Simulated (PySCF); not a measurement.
Parent: `[cH:1]1[cH:2][n:3][c:4]2[n:5][s:6][n:7][c:8]2[n:9]1`, C4H2N4S.

Level of theory: PySCF 2.14.0, PBE0-D3(BJ)/def2-SVP geometry optimisation, gas phase. One conformer each, not checked by frequencies here.

```json
{"coordinate of the parent": "C1–C2", "value": "1.439 Å"}
{"coordinate of the parent": "C2–N3", "value": "1.304 Å"}
{"coordinate of the parent": "N3–C4", "value": "1.353 Å"}
{"coordinate of the parent": "C4–N5", "value": "1.331 Å"}
{"coordinate of the parent": "N5–S6", "value": "1.623 Å"}
{"coordinate of the parent": "S6–N7", "value": "1.623 Å"}
{"coordinate of the parent": "N7–C8", "value": "1.331 Å"}
{"coordinate of the parent": "C8–N9", "value": "1.353 Å"}
{"coordinate of the parent": "C1–N9", "value": "1.304 Å"}
{"coordinate of the parent": "C4–C8", "value": "1.448 Å"}
{"coordinate of the parent": "C2–C1–N9", "value": "123.7°"}
{"coordinate of the parent": "C1–C2–N3", "value": "123.7°"}
{"coordinate of the parent": "C2–N3–C4", "value": "114.2°"}
{"coordinate of the parent": "N3–C4–N5", "value": "124.5°"}
{"coordinate of the parent": "N3–C4–C8", "value": "122.1°"}
{"coordinate of the parent": "N5–C4–C8", "value": "113.5°"}
{"coordinate of the parent": "C4–N5–S6", "value": "105.9°"}
{"coordinate of the parent": "N5–S6–N7", "value": "101.2°"}
{"coordinate of the parent": "S6–N7–C8", "value": "105.9°"}
{"coordinate of the parent": "N7–C8–N9", "value": "124.4°"}
{"coordinate of the parent": "C4–C8–N7", "value": "113.5°"}
{"coordinate of the parent": "C4–C8–N9", "value": "122.1°"}
{"coordinate of the parent": "C1–N9–C8", "value": "114.2°"}
```

Problem. How does the shared frame change in `[CH3:1][S:2][c:3]1[cH:4][n:5][c:6]2[n:7][s:8][n:9][c:10]2[n:11]1` with C1–S2–C3–C4 180°, C5H4N4S2? Atoms pair as C1 = C3, C2 = C4, N3 = N5, C4 = C6, N5 = N7, S6 = S8, N7 = N9, C8 = C10, N9 = N11 (parent first).

Solution. 
```tsv
parent	relative	value in the relative	change
C1–C2	C3–C4	1.455 Å	+0.016
C2–N3	C4–N5	1.296 Å	-0.008
N3–C4	N5–C6	1.359 Å	+0.006
C4–N5	C6–N7	1.326 Å	-0.005
N5–S6	N7–S8	1.628 Å	+0.005
S6–N7	S8–N9	1.631 Å	+0.008
N7–C8	N9–C10	1.327 Å	-0.004
C8–N9	C10–N11	1.354 Å	+0.001
C1–N9	C3–N11	1.304 Å	0.000
C4–C8	C6–C10	1.448 Å	0.000
C2–C1–N9	C4–C3–N11	123.2°	-0.5
C1–C2–N3	C3–C4–N5	123.3°	-0.4
C2–N3–C4	C4–N5–C6	114.9°	+0.7
N3–C4–N5	N5–C6–N7	124.4°	-0.1
N3–C4–C8	N5–C6–C10	121.8°	-0.3
N5–C4–C8	N7–C6–C10	113.8°	+0.3
C4–N5–S6	C6–N7–S8	106.0°	+0.1
N5–S6–N7	N7–S8–N9	100.7°	-0.5
S6–N7–C8	S8–N9–C10	106.1°	+0.2
N7–C8–N9	N9–C10–N11	124.7°	+0.3
C4–C8–N7	C6–C10–N9	113.4°	-0.1
C4–C8–N9	C6–C10–N11	121.9°	-0.2
C1–N9–C8	C3–N11–C10	114.9°	+0.7
```

Of the parent's bonds, C1–C2 changes most (+0.016 Å). Bonds of the relative outside the shared frame: C1–S2 1.798, S2–C3 1.746 Å. Point group C2v → Cs.

Problem. How does the shared frame change in `[F:1][c:2]1[cH:3][n:4][c:5]2[n:6][s:7][n:8][c:9]2[n:10]1`, C4HFN4S? Atoms pair as C1 = C2, C2 = C3, N3 = N4, C4 = C5, N5 = N6, S6 = S7, N7 = N8, C8 = C9, N9 = N10 (parent first).

Solution. 
| parent | relative | value in the relative | change |
| --- | --- | --- | --- |
| C1–C2 | C2–C3 | 1.444 Å | +0.005 |
| C2–N3 | C3–N4 | 1.299 Å | -0.005 |
| N3–C4 | N4–C5 | 1.356 Å | +0.003 |
| C4–N5 | C5–N6 | 1.328 Å | -0.003 |
| N5–S6 | N6–S7 | 1.624 Å | +0.001 |
| S6–N7 | S7–N8 | 1.627 Å | +0.004 |
| N7–C8 | N8–C9 | 1.326 Å | -0.005 |
| C8–N9 | C9–N10 | 1.355 Å | +0.002 |
| C1–N9 | C2–N10 | 1.284 Å | -0.020 |
| C4–C8 | C5–C9 | 1.448 Å | 0.000 |
| C2–C1–N9 | C3–C2–N10 | 125.4° | +1.7 |
| C1–C2–N3 | C2–C3–N4 | 122.1° | -1.6 |
| C2–N3–C4 | C3–N4–C5 | 114.9° | +0.7 |
| N3–C4–N5 | N4–C5–N6 | 124.6° | +0.1 |
| N3–C4–C8 | N4–C5–C9 | 121.9° | -0.2 |
| N5–C4–C8 | N6–C5–C9 | 113.5° | 0.0 |
| C4–N5–S6 | C5–N6–S7 | 106.0° | +0.1 |
| N5–S6–N7 | N6–S7–N8 | 101.0° | -0.2 |
| S6–N7–C8 | S7–N8–C9 | 106.0° | +0.1 |
| N7–C8–N9 | N8–C9–N10 | 124.7° | +0.3 |
| C4–C8–N7 | C5–C9–N8 | 113.5° | 0.0 |
| C4–C8–N9 | C5–C9–N10 | 121.7° | -0.4 |
| C1–N9–C8 | C2–N10–C9 | 113.9° | -0.3 |

Of the parent's bonds, C1–N9 changes most (-0.020 Å). Bonds of the relative outside the shared frame: F1–C2 1.317 Å. Point group C2v → Cs.

Problem. How does the shared frame change in `[SiH3:1][c:2]1[cH:3][n:4][c:5]2[n:6][s:7][n:8][c:9]2[n:10]1`, C4H4N4SSi? Atoms pair as C1 = C2, C2 = C3, N3 = N4, C4 = C5, N5 = N6, S6 = S7, N7 = N8, C8 = C9, N9 = N10 (parent first).

Solution. 
| parent | relative | value in the relative | change |
| --- | --- | --- | --- |
| C1–C2 | C2–C3 | 1.449 Å | +0.010 |
| C2–N3 | C3–N4 | 1.303 Å | -0.001 |
| N3–C4 | N4–C5 | 1.353 Å | 0.000 |
| C4–N5 | C5–N6 | 1.331 Å | 0.000 |
| N5–S6 | N6–S7 | 1.624 Å | +0.001 |
| S6–N7 | S7–N8 | 1.623 Å | 0.000 |
| N7–C8 | N8–C9 | 1.332 Å | +0.001 |
| C8–N9 | C9–N10 | 1.352 Å | -0.001 |
| C1–N9 | C2–N10 | 1.315 Å | +0.011 |
| C4–C8 | C5–C9 | 1.447 Å | -0.001 |
| C2–C1–N9 | C3–C2–N10 | 121.8° | -1.9 |
| C1–C2–N3 | C2–C3–N4 | 124.6° | +0.9 |
| C2–N3–C4 | C3–N4–C5 | 114.2° | 0.0 |
| N3–C4–N5 | N4–C5–N6 | 124.5° | 0.0 |
| N3–C4–C8 | N4–C5–C9 | 122.0° | -0.1 |
| N5–C4–C8 | N6–C5–C9 | 113.6° | +0.1 |
| C4–N5–S6 | C5–N6–S7 | 105.9° | 0.0 |
| N5–S6–N7 | N6–S7–N8 | 101.2° | 0.0 |
| S6–N7–C8 | S7–N8–C9 | 105.9° | 0.0 |
| N7–C8–N9 | N8–C9–N10 | 124.4° | 0.0 |
| C4–C8–N7 | C5–C9–N8 | 113.5° | 0.0 |
| C4–C8–N9 | C5–C9–N10 | 122.2° | +0.1 |
| C1–N9–C8 | C2–N10–C9 | 115.2° | +1.0 |

Of the parent's bonds, C1–C2 and C1–N9 change most and about equally (+0.010 to +0.011 Å). Bonds of the relative outside the shared frame: Si1–C2 1.902 Å.
